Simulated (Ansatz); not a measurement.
Basis sets compared for the cluster Rb6. The state is a singlet with charge 0. Geometry PBE0/def2-SVP. Ansatz on 2 threads of Intel Xeon Platinum 8259CL on a shared host; times are rough, and most runs start from earlier orbitals.

```xyz
6

Rb   -0.837   -3.886   -0.800
Rb    2.073    3.226   -1.498
Rb   -1.758    3.441    1.434
Rb    2.882   -1.428   -2.757
Rb   -3.526   -1.045    2.085
Rb    1.165   -0.308    1.537
```

In the def2 sets Rb takes a core potential; there is no spin–orbit coupling. The restricted singlet is unstable towards broken spin symmetry in Hartree–Fock (as tested in another run); at PBE/def2-SVP, PBE/def2-TZVP, PBE/def2-TZVPD, r2SCAN/def2-TZVP and others this wasn't settled. The structure comes from a short search, and lower isomers may exist.

Binding counts from free atoms (Rb doublet) in the same basis, without a counterpoise term.

```json
{"level": "PBE/def2-SVP", "functions": "144", "energy (Eh)": "-144.5817", "HOMO (eV)": "-2.36", "LUMO (eV)": "-1.71", "binding per atom (eV)": "0.41", "wall time": "6.5 s"}
{"level": "PBE/def2-TZVP", "functions": "198", "energy (Eh)": "-144.5855", "HOMO (eV)": "-2.35", "LUMO (eV)": "-1.71", "binding per atom (eV)": "0.42", "wall time": "13 s"}
{"level": "PBE/def2-TZVPD", "functions": "198", "energy (Eh)": "-144.5855", "HOMO (eV)": "-2.35", "LUMO (eV)": "-1.71", "binding per atom (eV)": "0.42", "wall time": "12 s"}
{"level": "r2SCAN/def2-TZVP (with forces)", "functions": "198", "energy (Eh)": "-144.6493", "HOMO (eV)": "-2.30", "LUMO (eV)": "-1.57", "binding per atom (eV)": "0.33", "wall time": "23 s"}
{"level": "r2SCAN/def2-TZVPD", "functions": "198", "energy (Eh)": "-144.6493", "HOMO (eV)": "-2.30", "LUMO (eV)": "-1.57", "binding per atom (eV)": "0.33", "wall time": "19 s"}
{"level": "PBE0/def2-SVP", "functions": "144", "energy (Eh)": "-144.5709", "HOMO (eV)": "-2.64", "LUMO (eV)": "-1.33", "binding per atom (eV)": "0.37", "wall time": "7 s"}
{"level": "PBE0/def2-TZVP (with forces)", "functions": "198", "energy (Eh)": "-144.5741", "HOMO (eV)": "-2.62", "LUMO (eV)": "-1.32", "binding per atom (eV)": "0.38", "wall time": "20 s"}
{"level": "PBE0/def2-TZVPD", "functions": "198", "energy (Eh)": "-144.5741", "HOMO (eV)": "-2.62", "LUMO (eV)": "-1.32", "binding per atom (eV)": "0.38", "wall time": "12 s"}
```

(1) Estimate the rows for PBE0/def2-QZVPP.

Results:

(1) 
```tsv
level	functions	energy (Eh)	HOMO (eV)	LUMO (eV)	binding per atom (eV)	wall time
PBE0/def2-QZVPP	378	-144.5747	-2.62	-1.32	0.38	24 s
```
